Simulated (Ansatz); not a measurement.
Ansatz (an electronic-structure program) input (PBE0/def2-TZVPD):

Ansatz 0.2 input:
```yaml
crystal:
  periodic: [false, false, false]
  atoms:
    - {symbol: Fe, position_ang: [0.00980336, 0.00694752, -0.01182147]}
    - {symbol: F, position_ang: [1.13584223, 0.98225132, -0.96677898]}
    - {symbol: O, position_ang: [-1.13224379, -1.00739972, 0.89949672]}
    - {symbol: H, position_ang: [-1.41951698, -0.96169971, 1.81239520]}
basis:
  gaussian:
    orbitals: def2-TZVPD
hamiltonian:
  xc: {name: PBE0}
magnetization: {spin_polarized: true, initial_magnetization: 4}
output: {forces: true}
```

Output:

```
Functional definition: PBE0
integrals: 0.06 GiB planned
974 factors; their error is unknown
mean field: 0.68 GiB planned
mean field evaluation 1: about -39154.5956 eV, gradient 4.5e1 eV
mean field evaluation 2: about -39139.6416 eV, gradient 7.8e1 eV
mean field evaluation 4: about -39160.8691 eV, gradient 6.2e0 eV
mean field evaluation 8: about -39160.9568 eV, gradient 1.9e-1 eV
mean field evaluation 16: about -39161.1015 eV, gradient 2.0e-3 eV
mean field evaluation 32: about -39161.1010 eV, gradient 5.4e-1 eV
mean field evaluation 64: about -39161.1027 eV, gradient 1.7e-4 eV
mean field evaluation 96: about -39160.9986 eV, gradient 2.3e0 eV
mean field -39161.10273019 eV, -1439.1439809856 hartree, gradient 7.7e-11 eV, S^2 6.010642; 6 other end points of the search recorded, 0 dependent functions left out
the calculation of the forces begins
reference -39161.10277123 eV, -1439.1439824938 hartree; 24, 20 occupied and 113, 117 virtual orbitals, 974 factors
Total energy: -39161.10277123 eV, -1439.1439824938 hartree
Atom 0 at     0.009803     0.006948    -0.011821 Å, force     0.044479     0.051233    -0.008842 eV/Å
Atom 1 at     1.135842     0.982251    -0.966779 Å, force    -0.069356    -0.062896     0.052400 eV/Å
Atom 2 at    -1.132244    -1.007400     0.899497 Å, force    -0.037194    -0.008865     0.084603 eV/Å
Atom 3 at    -1.419517    -0.961700     1.812395 Å, force     0.062071     0.020528    -0.128161 eV/Å
Dipole moment:    -0.187669    -0.069675     0.370200 e Å
```

The spin state was set by rule; other spins were not relaxed.
